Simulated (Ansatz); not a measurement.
Basis-set extrapolation for `[C]#C[SiH](O)Cl` radical (PBE0-D4/def2-TZVP geometry, frozen core, the Gaussian-basis code of Ansatz). Multiplicity 2, UHF reference.

```
                      def2-TZVPP   def2-QZVPP
                 HF  -900.257072  -900.285620
    MP2 correlation    -0.770250    -0.835810
CCSD(T) correlation    -0.865164      not run
```

Energies in hartree. Use E(X) = E(∞) + A·exp(−7.88·√X) for Hartree–Fock and E(X) = E(∞) + B·X^(−2.97) for correlation, with X = 3 and 4, and add CCSD(T) minus MP2 of the smaller set to the MP2 limit.

Question: What is the CCSD(T) energy at the basis-set limit?

Answer: HF limit: -900.285620 + (-0.028548) × 0.13774 = -900.28955. MP2 limit: -0.835810 + (-0.065560) × 0.74074 = -0.88437. Higher-order term: -0.865164 − (-0.770250) = -0.09491. Total: -901.26883 hartree, 384.9 kJ/mol below CCSD(T)/def2-TZVPP.

The UHF reference is spin-contaminated (⟨S²⟩ = 1.17, T1 = 0.041).
